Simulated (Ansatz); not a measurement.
`[BH2-]1[Br+][BH2-][Br+]1` from Hartree–Fock to CCSD(T)

Cartesian coordinates in Å:
```
B 0.7473 -0.6987 0.8940
Br 0.9417 1.2894 0.2145
B -0.7670 0.7016 -0.8749
Br -0.3761 -1.3687 -0.7616
H 1.8115 -1.2254 0.8913
H 0.0256 -0.6875 1.8376
H -1.7187 0.9253 -0.1999
H -0.6645 1.0641 -2.0010
```

Total charge 0; spin multiplicity 1. Correlated methods include outer-core shells of Br, which these sets cover unevenly. Scalar relativity is left out up to krypton. The geometry is a stationary point of PBE0-D4/def2-TZVP. Frozen core, restricted reference, Ansatz.

```csv
basis,HF (Eh),MP2 corr.
def2-SVP,-5195.87082,-0.66522
def2-TZVPP,-5196.55759,-0.80058
def2-QZVPP,-5196.65873,-1.45014
```

Q: Estimate the CCSD correlation energy and the (T) correction in each basis where they were run (hartree).

A: 
| basis | CCSD corr. | (T) |
| --- | --- | --- |
| def2-SVP | -0.69372 | -0.01852 |
| def2-TZVPP | -0.82953 | -0.03151 |
